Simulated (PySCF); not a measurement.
Ga(I)(OH)2 (GaH2IO2), SMILES [OH][Ga]([OH])[I].

Coordinates come from a B3LYP-D3(BJ)/def2-SVP optimisation. The structure was generated by enumeration; whether it is a known compound was not checked. The def2 effective core potentials stand for the cores of I; spin–orbit coupling is left out. Other conformers were not sampled.

Level of theory: B3LYP-D3(BJ)/def2-SVP in PySCF 2.14.0.

Frequencies are harmonic and unscaled.

Computed harmonic wavenumbers and intensities:
```json
[
 {"mode": "1", "ν (cm⁻¹)": "118", "IR (km/mol)": "4.3", "Raman (Å⁴/amu)": "1.7", "depolarisation": "0.72", "moving atoms (share of kinetic energy)": "O 59 %, Ga 24 %, I 8 %, H 8 %"},
 {"mode": "2", "ν (cm⁻¹)": "159", "IR (km/mol)": "10.1", "Raman (Å⁴/amu)": "0.0", "depolarisation": "–", "moving atoms (share of kinetic energy)": "Ga 47 %, O 46 %"},
 {"mode": "3", "ν (cm⁻¹)": "170", "IR (km/mol)": "17.6", "Raman (Å⁴/amu)": "3.5", "depolarisation": "0.53", "moving atoms (share of kinetic energy)": "O 74 %, I 13 %, H 12 %"},
 {"mode": "4", "ν (cm⁻¹)": "251", "IR (km/mol)": "32.7", "Raman (Å⁴/amu)": "5.9", "depolarisation": "0.16", "moving atoms (share of kinetic energy)": "Ga 56 %, I 31 %, O 10 %"},
 {"mode": "5", "ν (cm⁻¹)": "321", "IR (km/mol)": "210.4", "Raman (Å⁴/amu)": "1.1", "depolarisation": "0.75", "moving atoms (share of kinetic energy)": "H 92 %, O 8 %"},
 {"mode": "6", "ν (cm⁻¹)": "344", "IR (km/mol)": "10.2", "Raman (Å⁴/amu)": "0.8", "depolarisation": "0.75", "moving atoms (share of kinetic energy)": "H 90 %, O 9 %"},
 {"mode": "7", "ν (cm⁻¹)": "686", "IR (km/mol)": "83.6", "Raman (Å⁴/amu)": "18.7", "depolarisation": "0.07", "moving atoms (share of kinetic energy)": "O 87 %, Ga 12 %"},
 {"mode": "8", "ν (cm⁻¹)": "733", "IR (km/mol)": "109.8", "Raman (Å⁴/amu)": "5.4", "depolarisation": "0.67", "moving atoms (share of kinetic energy)": "O 74 %, Ga 23 %"},
 {"mode": "9", "ν (cm⁻¹)": "811", "IR (km/mol)": "70.5", "Raman (Å⁴/amu)": "1.3", "depolarisation": "0.75", "moving atoms (share of kinetic energy)": "H 91 %"},
 {"mode": "10", "ν (cm⁻¹)": "841", "IR (km/mol)": "126.2", "Raman (Å⁴/amu)": "1.7", "depolarisation": "0.72", "moving atoms (share of kinetic energy)": "H 90 %, O 8 %"},
 {"mode": "11", "ν (cm⁻¹)": "3826", "IR (km/mol)": "87.6", "Raman (Å⁴/amu)": "187.1", "depolarisation": "0.29", "moving atoms (share of kinetic energy)": "H 94 %"},
 {"mode": "12", "ν (cm⁻¹)": "3845", "IR (km/mol)": "71.7", "Raman (Å⁴/amu)": "93.2", "depolarisation": "0.24", "moving atoms (share of kinetic energy)": "H 94 %"}
]
```
